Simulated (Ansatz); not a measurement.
```xyz
12

C     1.195    1.181    0.972
Al   -0.058    0.061   -0.030
C    -1.664    0.845   -0.833
Al    0.423   -2.491   -0.278
Cl    2.160   -3.212    0.709
H     0.676    1.717    1.775
H     2.020    0.621    1.416
H     1.624    1.949    0.317
H    -2.566    0.433   -0.366
H    -1.705    1.933   -0.733
H    -1.738    0.599   -1.898
H    -0.365   -3.637   -1.053
```

The species carries charge 0 and has multiplicity 1.

**Question.** List the PBE/def2-TZVPP orbital energies in eV (the Gaussian-basis code of Ansatz). (Best estimate.)

**Answer.** Ansatz gave: Occupied: -2738.36, -1507.04, -1506.34, -268.29, -268.23, -248.94, -189.58, -189.52, -189.47, -107.25, -106.61, -69.35, -69.18, -69.08, -68.75, -68.50, -68.45, -19.67, -16.84, -16.59, -10.33, -9.73, -9.67, -9.49, -9.47, -9.07, -8.07, -7.76, -7.50, -6.67, -5.67. Lowest empty: -3.17, -0.98, -0.78, -0.54, 0.12, 1.23, 1.74, 1.94.
